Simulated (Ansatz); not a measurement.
`C[SiH](Cl)Br` → `CCl` + `[SiH]Br` at 600 K and 1 bar (silylene formation by 1,1-elimination).

Calculated with Ansatz (gas phase, PBE0-D4/def2-TZVP geometries, no zero-point term in ΔE). CBS: MP2 limit from def2 TZ/QZ plus the TZ coupled-cluster correction, frozen cores. This one scheme is used for every species. For Br outer-core shells are correlated without core-valence functions, which leaves a few kJ/mol of doubt a bond. Scalar relativity is left out up to krypton.

```json
{"species": "`C[SiH](Cl)Br`", "CCSD(T)/CBS energy (Eh)": "-3362.75163", "H − E (kJ/mol)": "179.6", "S (J/(mol·K))": "416.8"}
{"species": "`CCl`", "CCSD(T)/CBS energy (Eh)": "-499.63220", "H − E (kJ/mol)": "125.0", "S (J/(mol·K))": "268.9"}
{"species": "`[SiH]Br`", "CCSD(T)/CBS energy (Eh)": "-2862.97869", "H − E (kJ/mol)": "44.0", "S (J/(mol·K))": "294.9"}
```

H − E and S are ideal-gas, rigid-rotor, harmonic terms from PBE0-D4/def2-TZVP, for one conformer and one mirror image of each species. 1 Eh = 2625.50 kJ/mol, R = 8.31446 J/(mol·K).

Task: By hand: ΔE, ΔH, ΔS and ΔG.

Result: ΔE = (-499.63220) + (-2862.97869) − (-3362.75163) = 0.14074 Eh = 369.5 kJ/mol. Δ(H − E) = 125.0 + 44.0 − 179.6 = -10.6, so ΔH = 358.9 kJ/mol. ΔS = 268.9 + 294.9 − 416.8 = 147.0 J/(mol·K). ΔG = 358.9 − 600 × (147.0)/1000 = 270.7 kJ/mol.

Task: By hand: the equilibrium constant, and the temperature at which ΔG would vanish if ΔH and ΔS stayed fixed.

Result: log₁₀ K = −ΔG/(RT ln 10) = -23.6. ΔG = 0 at ΔH/ΔS = 2441 K.

The number of gas molecules changes by +1, which sets the sign of ΔS. A doubt of 5 kJ/mol in ΔE shifts log₁₀ K by 0.4 here. Other conformers and mirror images would add mixing entropy, several J/(mol·K) or more a flexible species. These are equilibria of isolated gas molecules and say nothing of rates. Largest T1 diagnostic: 0.011 (customary marks: 0.02 for closed shells, 0.045 for open ones).
